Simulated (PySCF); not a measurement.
Ga(H)2(NCO) (CH2GaNO), SMILES [GaH2][N]=C=O. Heavy atoms are numbered as in [GaH2:1][N:4]=[C:5]=[O:6]. Hydrogens are named by the atom that carries them.

Geometry: ωB97X-D3(BJ)/def2-SVP.

Computed with HF/pcSseg-1 run with PySCF.

GIAO shieldings, no solvent; atoms alike by connectivity are averaged. δ = σ(ref) − σ: ¹H against TMS (σ = 31.99 ppm); ¹⁵N against NH3 (σ = 267.3 ppm); ¹³C against TMS (σ = 192.6 ppm); ¹⁷O against H2O (σ = 333.0 ppm), references at their B3LYP-D3(BJ)/def2-TZVP geometries, non-relativistic.

```tsv
nucleus	atoms	count	δ (ppm)
¹H	H on Ga1	2	4.98
¹⁵N	N4	1	50.4
¹³C	C5	1	142.3
¹⁷O	O6	1	122.4
```
